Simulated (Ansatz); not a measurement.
GeH3 (SMILES [GeH3]), charge 0, multiplicity 2, relaxed at each level with Ansatz (a program for electronic structure); harmonic frequencies from differences of analytic forces, average atomic masses, frozen cores. Open shells are unrestricted.

```tsv
level	Ge1–H2 (Å)	Ge1–H3 (Å)	Ge1–H4 (Å)	H2–Ge1–H3 (°)	H2–Ge1–H4 (°)	H3–Ge1–H4 (°)	dipole (D)
HF/def2-TZVPP	1.5361	1.5361	1.5361	110.9	110.9	110.9	0.09
PBE/def2-TZVPP	1.5504	1.5504	1.5504	110.9	110.9	110.9	0.05
r2SCAN/def2-TZVPP	1.5336	1.5336	1.5336	111.4	111.4	111.4	0.02
B3LYP/def2-TZVPP	1.5420	1.5420	1.5420	110.8	110.8	110.8	0.10
PBE0/def2-TZVPP	1.5386	1.5386	1.5386	111.2	111.2	111.2	0.03
wB97X-V/def2-TZVPP	1.5356	1.5356	1.5356	111.0	111.0	111.0	0.04
MP2/cc-pVTZ	1.5365	1.5365	1.5365	111.1	111.1	111.1	0.06
CCSD(T)/cc-pVDZ	1.5470	1.5470	1.5470	111.0	111.0	111.0	0.13
CCSD(T)/cc-pVTZ	1.5448	1.5448	1.5448	111.1	111.1	111.1	0.05
```
